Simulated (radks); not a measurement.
Results of a calculation; reference values are marked as such.
Numerical settings for neutral zirconium, [Kr] 4d2 5s2. Level of theory: Dirac Kohn-Sham, PBE, spin-unpolarised, spherical densities, finite nucleus; open shells fill j = l - 1/2 first; Fermi nuclear charge, rms radius 4.2694 fm (a radial shooting solver on a logarithmic mesh with Libxc functionals). The defaults (mesh step 0.008 in ln r, mesh end at 40 bohr or more with all orbitals vanishing there, Anderson mixing 0.5 over 9 steps, residual threshold near 1e-9 with the energy settled to 1e-9 hartree or 1e-11 of itself, here a cap of 88 iterations) give E = -3598.9198 hartree and 4d3/2 at -3.641 eV in 14 iterations. Run on one thread of a shared host, so times are rough (Intel(R) Xeon(R) 6975P-C): 0.09 s of CPU time, 0.09 s wall, 14 iterations on 2437 mesh points. Changes against that run (0 stands for a change within the tolerance of the run):

setting,iterations,converged,E (mhartree),e(4d3/2) (meV),CPU (s)
mesh step in ln r 0.08,39,no,diverged,-,0.09
mesh step in ln r 0.02,14,yes,0,0,0.04
mesh step in ln r 0.03,14,yes,0,0,0.03
mesh end (bohr) 8,14,yes,+11.2,+435,0.08
mesh end (bohr) 2,14,level above zero,+1.82e+04,+7.51e+04,0.07
residual threshold 1e-16,88,no,0,0,0.27
residual threshold 1e-05,9,yes,0,-0.161,0.07
mixing 0.05,22,yes,0,0,0.14
"linear mixing, mixing 1",74,no,diverged,-,0.99
"linear mixing, mixing 0.8",61,yes,0,0,0.3
mixing history 2,19,yes,0,0,0.11
iteration cap 2,2,no,+86.5,-3.11e+03,0.02

Settled on a wrong energy, with an occupied level pushed above zero by the early mesh end: mesh end (bohr) 2 (+18.2 hartree). Apart from these: settings that end as converged yet miss the energy by more than 1 mhartree: mesh end (bohr) 8 (+0.0112 hartree). A mesh that ends early acts as a hard wall.
